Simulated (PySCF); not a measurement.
Job file and geometry (Å, from GFN2-xTB) of an NMR shielding run on `CC[Si@H](F)N[SiH2]CF`, C₃H₁₁F₂NSi₂, PySCF 2.14.0, density-fitted response routines, GIAO PBE0/pcSseg-1 NMR shielding, non-relativistic, gas phase; density fitting, a coarse starting grid and PySCF grid level 2 are the driver's defaults:

```
$ OMP_NUM_THREADS=1 python probes_run.py task.json out

{"job": {"kind": "nmr", "xc": "PBE0", "basis": "pcSseg-1"}, "charge": 0, "multiplicity": 1}
C     -2.724115    -0.053959     1.118192
C     -2.265772    -0.741291    -0.165833
Si    -0.885552     0.183624    -1.078177
F     -0.412949    -0.730223    -2.322023
N      0.536322     0.371391    -0.114956
Si     2.125722    -0.255753    -0.373405
C      3.189199     0.564771     0.996510
F      2.518808     0.543398     2.207743
H     -1.900429     0.032593     1.823293
H     -3.521066    -0.620694     1.596222
H     -3.097707     0.945437     0.907642
H     -1.924855    -1.750166     0.077780
H     -3.124130    -0.860823    -0.829266
H     -1.286209     1.450606    -1.676776
H      0.392016     0.819107     0.776498
H      2.651576     0.169541    -1.669932
H      2.174976    -1.711421    -0.205256
H      3.413662     1.614505     0.796195
H      4.130700     0.038608     1.158415
```

Task: What does the program print?

Result: 
```
coarse grid: 16560 points
cycle   1  E = -953.5965456077  dE =  5.450e-01  |g| = 8.052e-01  |ddm| = 3.784e+00
cycle   2  E = -953.5053921422  dE =  9.115e-02  |g| = 1.113e+00  |ddm| = 1.357e+00
cycle   3  E = -953.7135183723  dE = -2.081e-01  |g| = 7.235e-02  |ddm| = 8.222e-01
cycle   4  E = -953.7143283674  dE = -8.100e-04  |g| = 3.431e-02  |ddm| = 7.542e-02
cycle   5  E = -953.7146016400  dE = -2.733e-04  |g| = 5.871e-03  |ddm| = 3.004e-02
cycle   6  E = -953.7146094449  dE = -7.805e-06  |g| = 1.018e-03  |ddm| = 6.077e-03
final grid: 150768 points
cycle   7  E = -953.7700446915  dE = -3.674e-05  |g| = 9.245e-03  |ddm| = 2.062e-02
cycle   8  E = -953.7700321949  dE =  1.250e-05  |g| = 1.208e-02  |ddm| = 1.629e-02
cycle   9  E = -953.7700642784  dE = -3.208e-05  |g| = 9.956e-04  |ddm| = 9.251e-03
cycle  10  E = -953.7700644408  dE = -1.624e-07  |g| = 2.991e-04  |ddm| = 9.040e-04
cycle  11  E = -953.7700644574  dE = -1.655e-08  |g| = 5.478e-05  |ddm| = 2.308e-04
cycle  12  E = -953.7700644578  dE = -4.436e-10  |g| = 2.494e-05  |ddm| = 6.028e-05
converged SCF energy = -953.7700644578

GIAO shielding tensors (ppm)
atom      isotropic    diamagn.    paramagn.     s11        s22        s33       span
  0 C      180.444     248.175     -67.731    173.890    179.330    188.112     14.223
  1 C      172.660     255.434     -82.774    167.374    170.520    180.087     12.713
  2 Si     344.568     879.954    -535.385    310.653    351.458    371.594     60.942
  3 F      363.294     470.212    -106.917    334.796    373.400    381.686     46.890
  4 N      256.839     329.318     -72.478    218.021    264.829    287.668     69.648
  5 Si     391.988     880.310    -488.322    365.322    381.142    429.500     64.179
  6 C      108.419     246.172    -137.753     61.302     85.639    178.316    117.014
  7 F      483.465     476.760       6.704    426.968    489.524    533.902    106.934
  8 H       30.948      32.403      -1.455     25.532     30.810     36.503     10.971
  9 H       30.349      27.894       2.455     25.311     27.652     38.083     12.772
 10 H       30.912      29.925       0.987     26.772     28.584     37.380     10.608
 11 H       30.746      33.243      -2.497     26.840     29.308     36.090      9.251
 12 H       30.861      29.723       1.139     25.735     29.564     37.285     11.549
 13 H       26.322      30.063      -3.741     23.097     23.803     32.065      8.969
 14 H       31.471      36.371      -4.900     21.561     30.733     42.120     20.560
 15 H       26.897      29.186      -2.288     23.396     25.286     32.010      8.615
 16 H       26.625      29.995      -3.370     22.515     24.983     32.376      9.861
 17 H       26.701      28.398      -1.697     22.146     26.002     31.955      9.809
 18 H       26.777      26.694       0.083     22.804     26.075     31.451      8.647
```

Task: Turn these shieldings into chemical shifts. δ = σ(ref) − σ, references computed at the same level: TMS for 13C (σref 186.93), 29Si (σref 349.16), 1H (σref 31.72); 19F (σref 170.95) against CFCl3; NH3 for 15N (σref 267.73).

Result: Averaging equivalent atoms: C 6: 78.5; C 1: 14.3; C 0: 6.5; Si 2: 4.6; Si 5: -42.8; F 3: -192.3; F 7: -312.5; N 4: 10.9; H 13: 5.40; H 16: 5.09; H 17: 5.02; H 18: 4.94; H 15: 4.82; H 8/9/10: 0.98; H 11: 0.97; H 12: 0.86; H 14: 0.25 ppm. Unscaled 19F shifts against computed CFCl3 carry errors that often reach 10 to 50 ppm. Experimental scales use liquid or dissolved standards, which lie at an offset from isolated NH3 (liquid NH3: subtract about 20 ppm).

Size and cost of the density-fitted run: 205 basis functions, 83 s wall time on 1 thread of an Arm Neoverse N1, shared host; peak memory 0.89 GiB.
